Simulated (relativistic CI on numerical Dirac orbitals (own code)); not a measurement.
# Electric-dipole lines of Er XLVIII

Calculated at this level of theory: Dirac-Coulomb-Breit CI, KLI orbitals optimised for each configuration, a model potential for QED, unscaled Slater integrals (own radial code, finite nucleus).

Configurations in the expansion (outside the closed core [Ne]): 3s2 3p6 3d3, 3s2 3p5 3d4, 3s 3p6 3d4, 3s2 3p6 3d2 4s, 3s2 3p6 3d2 4p, 3s2 3p6 3d2 4d, 3s2 3p5 3d3 4s, 3s2 3p6 3d2 4f, 3s2 3p5 3d3 4p, 3s 3p6 3d3 4s, 3p6 3d4 4p, 3s 3p6 3d3 4p, 3s2 3p6 3d 4s 4p, 3s2 3p6 3d2 5s, 3s 3p6 3d3 4d, 3s2 3p6 3d2 5p, 3s2 3p6 3d 4p 4d, 3s2 3p6 3d2 5f, 3s 3p6 3d2 4s 4p, 3p6 3d5, 3p5 3d6, 3p5 3d5 4s, 3p6 3d4 4s, 3p5 3d4 4s2, 3s2 3p6 3d 4s2, 3s2 3p6 4s2 4p, 3s2 3p6 4s2 4d, 3s2 3p6 3d 4p2, 3s2 3p6 4s 4p2, 3s2 3p6 4p3, 3s2 3p6 4p2 4d, 3s2 3p5 3d 4s 4p2. Double excitations out of closed p, d and f shells are left out; levels of such configurations are missing from the list, as are those of other unlisted configurations, and high levels can miss mixing partners. These lack a partner that the ground configuration has and come out too high: 3s2 3p5 3d3 4p.

| λ vac (Å) | Lower | Upper | A (s⁻¹) | E lower (10³ cm⁻¹) | E upper (10³ cm⁻¹) |
| --- | --- | --- | --- | --- | --- |
| 23.371 | 3s2 3p6 3d3 2G_7/2 [4] | 3s2 3p5 3d4 4D°_5/2 [152] | 1.22e+12 | 407.3 | 4686.1 |
| 23.511 | 3s2 3p6 3d3 2H_9/2 [5] | 3s2 3p5 3d4 2G°_7/2 [150] | 3.05e+12 | 410.5 | 4663.9 |
| 23.673 | 3s2 3p6 3d3 4F_9/2 [9] | 3s2 3p5 3d4 4D°_7/2 [165] | 2.12e+12 | 768.6 | 4992.7 |
| 23.793 | 3s2 3p6 3d3 2H_11/2 [12] | 3s2 3p5 3d4 2G°_9/2 [170] | 3.12e+12 | 841.2 | 5044.2 |
| 23.881 | 3s2 3p6 3d3 2F_7/2 [15] | 3s2 3p5 3d4 2D°_5/2 [177] | 2.47e+12 | 915.0 | 5102.3 |
| 24.021 | 3s2 3p6 3d3 4F_3/2 [1] | 3s2 3p5 3d4 4D°_1/2 [137] | 4.63e+12 | 0.0 | 4163.0 |
| 24.091 | 3s2 3p6 3d3 2G_9/2 [17] | 3s2 3p5 3d4 2F°_7/2 [188] | 3.08e+12 | 1169.6 | 5320.5 |
| 24.112 | 3s2 3p6 3d3 2F_7/2 [15] | 3s2 3p5 3d4 2F°_7/2 [174] | 1.86e+12 | 915.0 | 5062.3 |
| 24.188 | 3s2 3p6 3d3 2H_11/2 [12] | 3s2 3p5 3d4 2H°_11/2 [164] | 3.12e+12 | 841.2 | 4975.5 |
| 24.215 | 3s2 3p6 3d3 2G_9/2 [17] | 3s2 3p5 3d4 2G°_9/2 [187] | 1.82e+12 | 1169.6 | 5299.2 |
| 24.507 | 3s2 3p6 3d3 2G_9/2 [17] | 3s2 3p5 3d4 2H°_11/2 [185] | 1.85e+12 | 1169.6 | 5250.0 |
| 24.879 | 3s2 3p6 3d3 4F_5/2 [2] | 3s2 3p5 3d4 4D°_3/2 [139] | 1.70e+12 | 334.0 | 4353.5 |
| 24.965 | 3s2 3p6 3d3 2G_7/2 [4] | 3s2 3p5 3d4 4F°_7/2 [142] | 1.21e+12 | 407.3 | 4412.9 |
| 25.000 | 3s2 3p6 3d3 2H_9/2 [5] | 3s2 3p5 3d4 2H°_9/2 [141] | 1.86e+12 | 410.5 | 4410.5 |
| 29.007 | 3s2 3p5 3d4 4G°_11/2 [26] | 3s 3p6 3d4 4F_9/2 [204] | 1.46e+12 | 2459.7 | 5907.2 |
| 34.930 | 3s2 3p6 3d3 4F_5/2 [2] | 3s2 3p5 3d4 2D°_5/2 [78] | 4.58e+11 | 334.0 | 3196.9 |
| 35.157 | 3s2 3p6 3d3 2H_11/2 [12] | 3s2 3p5 3d4 2G°_9/2 [123] | 1.02e+12 | 841.2 | 3685.5 |
| 35.241 | 3s2 3p6 3d3 4F_3/2 [1] | 3s2 3p5 3d4 2D°_3/2 [47] | 9.95e+11 | 0.0 | 2837.6 |
| 35.258 | 3s2 3p6 3d3 4P_5/2 [7] | 3s2 3p5 3d4 2P°_3/2 [101] | 9.72e+11 | 589.0 | 3425.2 |
| 35.277 | 3s2 3p6 3d3 2G_9/2 [17] | 3s2 3p5 3d4 2F°_7/2 [133] | 9.70e+11 | 1169.6 | 4004.3 |
| 35.632 | 3s2 3p6 3d3 4F_5/2 [2] | 3s2 3p5 3d4 4D°_3/2 [70] | 6.49e+11 | 334.0 | 3140.4 |
| 35.659 | 3s2 3p6 3d3 4F_9/2 [9] | 3s2 3p5 3d4 2G°_7/2 [114] | 5.74e+11 | 768.6 | 3572.9 |
| 35.700 | 3s2 3p6 3d3 2H_9/2 [5] | 3s2 3p5 3d4 2F°_7/2 [82] | 4.00e+11 | 410.5 | 3211.7 |
| 35.862 | 3s2 3p6 3d3 2H_9/2 [5] | 3s2 3p5 3d4 2H°_9/2 [80] | 9.17e+11 | 410.5 | 3199.0 |
| 35.961 | 3s2 3p6 3d3 2G_7/2 [4] | 3s2 3p5 3d4 4G°_7/2 [76] | 8.98e+11 | 407.3 | 3188.1 |
| 36.241 | 3s2 3p6 3d3 4F_3/2 [1] | 3s2 3p5 3d4 4G°_5/2 [36] | 8.88e+11 | 0.0 | 2759.3 |
| 36.317 | 3s2 3p6 3d3 4F_9/2 [9] | 3s2 3p5 3d4 2H°_9/2 [109] | 7.43e+11 | 768.6 | 3522.1 |
| 36.762 | 3s2 3p6 3d3 2H_11/2 [12] | 3s2 3p5 3d4 2H°_11/2 [113] | 7.15e+11 | 841.2 | 3561.4 |
| 37.213 | 3s2 3p6 3d3 2H_9/2 [5] | 3s2 3p5 3d4 2H°_11/2 [67] | 3.21e+11 | 410.5 | 3097.8 |
| 37.565 | 3s2 3p6 3d3 4F_5/2 [2] | 3s2 3p5 3d4 4G°_7/2 [58] | 3.00e+11 | 334.0 | 2996.1 |

Terms are leading LS components. Brackets give the number of a level in order of energy, since labels repeat. The list gives strong lines, with weight on those to low levels, without lines whose two gauges differ by over a factor of 2.5, among the lowest 400 of 3779 levels, so that lines to higher ones, which can be the strongest, are missing. Levels whose partners in the same complex of configurations lie outside the list can be far off, and so can their lines. Rates are taken at the computed energies, electric ones in the length gauge.

At this charge energies of transitions that change n are usually good to better than 1 %, and those within a shell (Δn = 0) to a few per cent.

LS names give the leading component of a level, which can be under half, so a name can repeat, a term be missing and a line seem to break the LS rules.
